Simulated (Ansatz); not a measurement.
NbSi₃SeO₃H₉⁻, that is NbSe(OSiH3)3 with one electron more. The state is a doublet with charge -1. Geometry PBE-D4/def2-SVP, that of the neutral singlet; atoms count from 1.

| atom | x (Å) | y (Å) | z (Å) |
| --- | --- | --- | --- |
| Nb1 | -0.0389 | 0.1638 | 0.1879 |
| Se2 | -0.3878 | 1.7129 | 1.8677 |
| O3 | 1.4611 | -0.8919 | 0.6585 |
| Si4 | 2.7681 | -1.4067 | 1.6074 |
| H5 | 2.8924 | -0.5132 | 2.8088 |
| H6 | 4.0151 | -1.3387 | 0.7724 |
| H7 | 2.5178 | -2.8254 | 2.0336 |
| O8 | 0.2827 | 1.1049 | -1.4237 |
| Si9 | 0.4804 | 2.4672 | -2.4133 |
| H10 | 0.2465 | 3.7091 | -1.6012 |
| H11 | -0.5102 | 2.3825 | -3.5393 |
| H12 | 1.8781 | 2.4563 | -2.9637 |
| O13 | -1.5949 | -0.9057 | 0.0403 |
| Si14 | -3.1677 | -1.4155 | 0.4158 |
| H15 | -3.6958 | -0.5967 | 1.5586 |
| H16 | -3.1177 | -2.8689 | 0.7911 |
| H17 | -4.0293 | -1.2339 | -0.8010 |

In the def2 sets Nb takes a core potential; there is no spin–orbit coupling. The highest occupied level of the charge -1 doublet lies above zero (up to 1.28 eV). By energy differences its removal costs 0.30 eV (vertical, to the charge 0 singlet, at PBE0-D4/def2-SVP); self-interaction error and the lack of diffuse functions both raise the level.

Question: Estimate the Mulliken populations from the PBE0/def2-SVP orbitals of Ansatz.

Answer: 
```json
{"atom": "Nb1", "charge (e)": "0.77", "spin (α − β)": "0.85", "d electrons": "3.19"}
{"atom": "Se2", "charge (e)": "-0.57", "spin (α − β)": "0.05", "d electrons": "–"}
{"atom": "O3", "charge (e)": "-0.65", "spin (α − β)": "0.01", "d electrons": "–"}
{"atom": "Si4", "charge (e)": "0.64", "spin (α − β)": "0.01", "d electrons": "–"}
{"atom": "H5", "charge (e)": "-0.10", "spin (α − β)": "0.00", "d electrons": "–"}
{"atom": "H6", "charge (e)": "-0.14", "spin (α − β)": "0.00", "d electrons": "–"}
{"atom": "H7", "charge (e)": "-0.14", "spin (α − β)": "0.00", "d electrons": "–"}
{"atom": "O8", "charge (e)": "-0.65", "spin (α − β)": "0.01", "d electrons": "–"}
{"atom": "Si9", "charge (e)": "0.63", "spin (α − β)": "0.02", "d electrons": "–"}
{"atom": "H10", "charge (e)": "-0.10", "spin (α − β)": "0.00", "d electrons": "–"}
{"atom": "H11", "charge (e)": "-0.14", "spin (α − β)": "0.00", "d electrons": "–"}
{"atom": "H12", "charge (e)": "-0.14", "spin (α − β)": "0.00", "d electrons": "–"}
{"atom": "O13", "charge (e)": "-0.65", "spin (α − β)": "0.01", "d electrons": "–"}
{"atom": "Si14", "charge (e)": "0.63", "spin (α − β)": "0.02", "d electrons": "–"}
{"atom": "H15", "charge (e)": "-0.10", "spin (α − β)": "0.00", "d electrons": "–"}
{"atom": "H16", "charge (e)": "-0.14", "spin (α − β)": "0.00", "d electrons": "–"}
{"atom": "H17", "charge (e)": "-0.14", "spin (α − β)": "0.00", "d electrons": "–"}
```
Mulliken values and Mayer orders depend strongly on the basis.

Question: Where does the spin sit?

Answer: Summed by element: Nb 0.85, Se 0.05, O 0.02, Si 0.06, H 0.02, of 1 unpaired in all. Largest on single atoms: Nb1 0.85, Se2 0.05, Si9 0.02.

Question: And the Mayer bond orders between bonded heavy atoms (over 0.3)?

Answer: Nb1–Se2 2.11 (2.31 Å); Nb1–O3 0.92 (1.89 Å); Nb1–O8 0.93 (1.89 Å); Nb1–O13 0.93 (1.89 Å); O3–Si4 1.08 (1.70 Å); O8–Si9 1.08 (1.70 Å); O13–Si14 1.08 (1.70 Å).
